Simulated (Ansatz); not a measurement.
Species, as SMILES: [GeH2] (GeH2) (closed-shell singlet).
Atoms: Ge1, H2, H3. Bonds: Ge1-H2, Ge1-H3.

How fast the optimised Ge1-H2 bond length converges with the basis for several methods (Ansatz, a first-principles code): deviation from each method's own reference, in Å. References: B3LYP 1.5962 Å, the value in aug-pcseg-3; HF 1.5809 Å, the value in aug-pcseg-3; MP2 1.5866 Å, the value in aug-cc-pVQZ; PBE 1.6079 Å, the value in aug-pcseg-3. Cartesian d functions, on some or all atoms, in 6-31G*; all else is spherical. In correlated methods cores are frozen (with 3d on Ga to Br). A restricted Hartree-Fock determinant is unstable towards unrestricted orbitals. No added dispersion term, no relativity. The reference of a correlated method is not its basis-set limit, which lies further on.

```tsv
basis	functions	B3LYP	HF	MP2	PBE
6-31G*	39	0.0129	0.0068	0.0128	0.0119
aug-cc-pVDZ	54	0.0094	0.0048	0.0079	0.0085
6-311G**	56	0.0022	0.0005	-0.0019	0.0021
pcseg-2	71	0.0019	0.0020	-0.0001	0.0017
cc-pVTZ	71	0.0012	0.0018	0.0005	0.0013
def2-TZVPP	76	0.0026	0.0033	0.0019	0.0023
cc-pVQZ	128	-0.0008	0.0004	-0.0008	-0.0011
aug-cc-pVQZ	185	-0.0010	0.0004	0.0000	-0.0014
```

Mean absolute deviation over 6-311G**, pcseg-2, cc-pVTZ, def2-TZVPP: MP2 0.0011, PBE 0.0018, HF 0.0019, B3LYP 0.0020 Å.
